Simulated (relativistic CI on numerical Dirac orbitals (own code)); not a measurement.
# Hyperfine structure of Er XLVII, mass number 167

Computed by Dirac-Coulomb-Breit CI, orbitals from a KLI potential per configuration, a model potential for QED, unscaled Slater integrals (own radial code, finite nucleus).

Configurations in the expansion (outside the closed core [Ne]): 3s²3p⁶3d⁴, 3s²3p⁵3d⁵, 3s3p⁶3d⁵, 3s²3p⁶3d³4s, 3s²3p⁶3d³4p, 3s²3p⁶3d³4d, 3s²3p⁵3d⁴4s, 3s²3p⁶3d³4f, 3s3p⁶3d⁴4s, 3p⁶3d⁵4p, 3p⁶3d⁶, 3p⁵3d⁷, 3p⁵3d⁶4s, 3p⁶3d⁵4s, 3p⁵3d⁵4s², 3s²3p⁶3d²4s², 3s²3p⁶3d4s²4p, 3s²3p⁶3d4s²4d. Double excitations out of closed p, d and f shells are left out; levels of such configurations are missing from the list, as are those of other unlisted configurations, and high levels can miss mixing partners.

Nuclear spin I = 7/2, μ = -0.5623 μN, Q = 3.57 b (tables of Stone and Pyykkö). The electronic factors are computed for point nuclear moments, without core polarisation or the Bohr-Weisskopf and QED corrections.

| Level | E (eV) | A (MHz) | B (MHz) |
| --- | --- | --- | --- |
| 3s²3p⁶3d⁴ ⁵D1 | 40.129 | 182 | 53200 |
| 3s²3p⁶3d⁴ ³H5 | 96.602 | -6898 | 138000 |
| 3s²3p⁶3d⁴ ¹I6 | 99.218 | -7301 | 170000 |
| 3s²3p⁶3d⁴ ³G4 | 104.460 | -7817 | -50500 |

Levels with J = 0, under 50 % of one LS term, or S terms without an open s electron are left out. Small factors come from cancelling terms and can be off by tens of per cent or more.

At this charge energies of transitions that change n are usually good to better than 1 %, and those within a shell (Δn = 0) to a few per cent.

Task: Give the hyperfine levels of 3s²3p⁶3d⁴ ³H5 relative to its centre of gravity.

Result: With K = F(F + 1) − I(I + 1) − J(J + 1), E = AK/2 + B[¾K(K + 1) − I(I + 1)J(J + 1)]/[2I(2I − 1)J(2J − 1)]: F = 3/2: 204600, F = 5/2: 166000, F = 7/2: 116600, F = 9/2: 60940, F = 11/2: 4943, F = 13/2: -44160, F = 15/2: -77840, F = 17/2: -86250 MHz.

LS names give the leading component of a level, which can be under half, so a name can repeat, a term be missing and a line seem to break the LS rules.
